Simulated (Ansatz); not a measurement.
`FB1CC1` + HCl → `ClB1CC1` + H–F at 600 K and 1 bar (ligand exchange at a B–F bond).

Program: Ansatz. Geometries: PBE0-D4/def2-TZVP. ΔE: electronic, gas phase. CBS: MP2 limit from def2 TZ/QZ plus the TZ coupled-cluster correction, frozen cores. This one scheme is used for every species.

```csv
species,CCSD(T)/CBS energy (Eh),H − E (kJ/mol),S (J/(mol·K))
`FB1CC1`,-203.10011,195.1,336.7
HCl,-460.38127,35.4,207.2
`ClB1CC1`,-563.07348,193.0,350.0
H–F,-100.39570,42.3,194.0
```

H − E and S are ideal-gas, rigid-rotor, harmonic terms from PBE0-D4/def2-TZVP. 1 Eh = 2625.50 kJ/mol, R = 8.31446 J/(mol·K).

Q: By hand: ΔE, ΔH, ΔS and ΔG.

A: ΔE = (-563.07348) + (-100.39570) − (-203.10011) − (-460.38127) = 0.01220 Eh = 32.0 kJ/mol. Δ(H − E) = 193.0 + 42.3 − 195.1 − 35.4 = 4.8, so ΔH = 36.8 kJ/mol. ΔS = 350.0 + 194.0 − 336.7 − 207.2 = 0.1 J/(mol·K). ΔG = 36.8 − 600 × (0.1)/1000 = 36.7 kJ/mol.

Q: By hand: the equilibrium constant, and the temperature at which ΔG would vanish if ΔH and ΔS stayed fixed.

A: log₁₀ K = −ΔG/(RT ln 10) = -3.2. ΔG = 0 at ΔH/ΔS = 368000 K, far beyond where these terms or the molecules hold.

The number of gas molecules stays the same, so ΔS is small and ΔH decides. A doubt of 5 kJ/mol in ΔE shifts log₁₀ K by 0.4 here. These are equilibria of isolated gas molecules and say nothing of rates. Largest T1 diagnostic: 0.012 (customary marks: 0.02 for closed shells, 0.045 for open ones).
